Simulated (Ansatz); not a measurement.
`B/C=C(\C)O`: the same geometry under several functionals.

```yaml
crystal:
  periodic: [false, false, false]
  atoms:
    - {symbol: B, position_ang: [-1.849203, -0.257492, 0.671838]}
    - {symbol: C, position_ang: [-1.028253, 0.386395, -0.414738]}
    - {symbol: C, position_ang: [0.320914, 0.309701, -0.514959]}
    - {symbol: C, position_ang: [1.245517, -0.406638, 0.404919]}
    - {symbol: O, position_ang: [0.922530, 0.936418, -1.541579]}
    - {symbol: H, position_ang: [-3.040999, -0.135132, 0.680891]}
    - {symbol: H, position_ang: [-1.347835, -0.903849, 1.549987]}
    - {symbol: H, position_ang: [-1.501638, 0.968109, -1.203146]}
    - {symbol: H, position_ang: [1.962956, 0.298625, 0.837961]}
    - {symbol: H, position_ang: [1.813555, -1.161854, -0.148791]}
    - {symbol: H, position_ang: [0.704639, -0.894898, 1.209807]}
    - {symbol: H, position_ang: [1.874919, 0.805413, -1.498191]}
basis:
  gaussian: {orbitals: def2-TZVPP}
hamiltonian: {xc: {name: wB97M-V}}
output: {forces: true, orbitals: {seedname: orbitals}}
```

```sh
$ ansatz run in.yaml --threads 4 --pin off --events-out ev --progress --plain --max-ram 10444MiB
```

Output, abridged:

```
Functional definition: wB97M-V
1273 factors; their error is unknown
337 factors; integrals over basis functions are off by at most 1.0e-5 eV
mean field evaluation 1: about -5941.7488 eV, gradient 5.2e1 eV
mean field evaluation 2: about -5944.3654 eV, gradient 4.0e1 eV
mean field evaluation 4: about -5947.3695 eV, gradient 2.4e0 eV
mean field evaluation 8: about -5947.3862 eV, gradient 6.8e-2 eV
mean field evaluation 16: about -5947.3710 eV, gradient 2.0e-4 eV
mean field -5947.37102303 eV, -218.5618538234 hartree, gradient 6.7e-5 eV, S^2 0.000000; 0 other end points of the search recorded, 0 dependent functions left out
reference -5947.37107588 eV, -218.5618557657 hartree; 19, 19 occupied and 234, 234 virtual orbitals, 1273 factors
Total energy: -5947.37107588 eV, -218.5618557657 hartree
Atom 0 at    -1.849203    -0.257492     0.671838 Å, force    -0.082920    -0.079886     0.130265 eV/Å
Atom 1 at    -1.028253     0.386395    -0.414738 Å, force     0.055251     0.064073    -0.103962 eV/Å
Atom 2 at     0.320914     0.309701    -0.514959 Å, force    -0.352649    -0.041460     0.122395 eV/Å
Atom 3 at     1.245517    -0.406638     0.404919 Å, force     0.173493    -0.137626     0.175461 eV/Å
Atom 4 at     0.922530     0.936418    -1.541579 Å, force     0.205899     0.097735    -0.178283 eV/Å
Atom 5 at    -3.040999    -0.135132     0.680891 Å, force     0.146879    -0.016602     0.001351 eV/Å
Atom 6 at    -1.347835    -0.903849     1.549987 Å, force    -0.072795     0.080495    -0.106793 eV/Å
Atom 7 at    -1.501638     0.968109    -1.203146 Å, force     0.047981    -0.041588     0.052694 eV/Å
Atom 8 at     1.962956     0.298625     0.837961 Å, force    -0.066478    -0.048848    -0.042923 eV/Å
Atom 9 at     1.813555    -1.161854    -0.148791 Å, force    -0.054809     0.065371     0.035443 eV/Å
Atom 10 at     0.704639    -0.894898     1.209807 Å, force     0.068438     0.041059    -0.071202 eV/Å
Atom 11 at     1.874919     0.805413    -1.498191 Å, force    -0.068291     0.017278    -0.014446 eV/Å
Dipole moment:     0.770770    -0.048762    -0.049077 e Å
```

It took 3 s on 4 threads of an AMD EPYC 9R45 on a shared host, with 0.86 GiB of host memory at the peak.

The same input with `hamiltonian: {xc: pbe, dispersion: d4}` (abridged; 0.95 s):

```
Functional definition: PBE
mean field evaluation 16: about -5942.3030 eV, gradient 1.2e-3 eV
mean field -5942.30301348 eV, -218.3756079077 hartree, gradient 2.1e-5 eV, S^2 0.000000
Total energy: -5942.51424625 eV, -218.3833705690 hartree
Atom 0 force    -0.037051     0.015721    -0.018785 eV/Å
Atom 1 force    -0.469034    -0.057950     0.160409 eV/Å
Atom 2 force     0.243570    -0.198144     0.259936 eV/Å
Atom 3 force     0.009264    -0.001235    -0.001724 eV/Å
Atom 4 force    -0.223151     0.385990    -0.538475 eV/Å
Atom 5 force    -0.125555     0.012226     0.002167 eV/Å
Atom 6 force     0.062256    -0.067748     0.091262 eV/Å
Atom 7 force    -0.116313     0.126199    -0.170207 eV/Å
Atom 8 force     0.154083     0.123004     0.096435 eV/Å
Atom 9 force     0.125604    -0.156002    -0.091168 eV/Å
Atom 10 force    -0.111704    -0.110166     0.180502 eV/Å
Atom 11 force     0.488031    -0.071896     0.029647 eV/Å
Dipole moment:     0.801584    -0.014586    -0.104712 e Å
```

The same input with `hamiltonian: {xc: {name: B2PLYP}}` and no forces (abridged; 1.8 s):

```
Functional definition: B2PLYP
mean field evaluation 16: about -5937.5721 eV, gradient 2.9e-4 eV
mean field -5937.57214124 eV, -218.2017515595 hartree, gradient 3.3e-6 eV, S^2 0.000000
5 core orbitals not correlated: weight in the atoms' cores, before any rotation towards them, 1.000 or more for the frozen orbitals, at most 0.000 for the correlated occupied ones
second order -27.63545971 eV of doubles, -0.00000000 eV of singles
Total energy: -5945.03389013 eV, -218.4759657734 hartree
```

Changing it to `hamiltonian: {xc: {name: B3LYP}, dispersion: d4}` (abridged; 1.4 s):

```
Functional definition: B3LYP
mean field evaluation 16: about -5950.5214 eV, gradient 2.5e-5 eV
mean field -5950.52143992 eV, -218.6776295087 hartree, gradient 2.6e-5 eV, S^2 0.000000
Total energy: -5950.85880738 eV, -218.6900275341 hartree
Atom 0 force    -0.119057    -0.052610     0.095434 eV/Å
Atom 1 force    -0.105108     0.028379    -0.025479 eV/Å
Atom 2 force    -0.203413    -0.077523     0.152044 eV/Å
Atom 3 force     0.109672    -0.112294     0.147572 eV/Å
Atom 4 force     0.188467     0.147840    -0.249859 eV/Å
Atom 5 force     0.121418    -0.015838     0.004318 eV/Å
Atom 6 force    -0.068644     0.075555    -0.100176 eV/Å
Atom 7 force     0.017466    -0.038594     0.053088 eV/Å
Atom 8 force    -0.021709    -0.042319    -0.011746 eV/Å
Atom 9 force    -0.014611     0.028143     0.036974 eV/Å
Atom 10 force     0.067703     0.025055    -0.047234 eV/Å
Atom 11 force     0.027816     0.034206    -0.054935 eV/Å
Dipole moment:     0.773519    -0.039308    -0.063561 e Å
```

B3LYP takes the VWN-RPA correlation (the form of Gaussian; ORCA's B3LYP/G).
